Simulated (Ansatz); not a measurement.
Results of the Gaussian-basis code of Ansatz.

A structure relaxed at PBE0-D4/def2-TZVP, charge 0, multiplicity 1:

Cartesian coordinates in Å:
```
B -1.0294 1.3882 1.5891
S 0.2151 1.5541 0.3385
Si 0.1083 -0.3761 -0.6177
N 1.3707 -0.6677 -1.6872
O 0.1118 -1.5596 0.4919
F -1.2345 -0.3433 -1.4678
H -1.2300 2.3313 2.2894
H -1.6398 0.3706 1.7442
H 1.3741 -0.3190 -2.6293
H 2.2673 -1.0037 -1.3826
H -0.3137 -1.3749 1.3314
```

Give its formula and SMILES.

BFH5NOSSi, `BS[Si](N)(O)F`.

Summarise the bond lengths by kind.

1 × B–S 1.772 Å; 2 × B–H 1.192 to 1.197 Å; 1 × S–Si 2.157 Å; 1 × N–Si 1.680 Å; 1 × O–Si 1.622 Å; 1 × F–Si 1.590 Å; 2 × H–N 1.005 Å; 1 × H–O 0.959 Å.
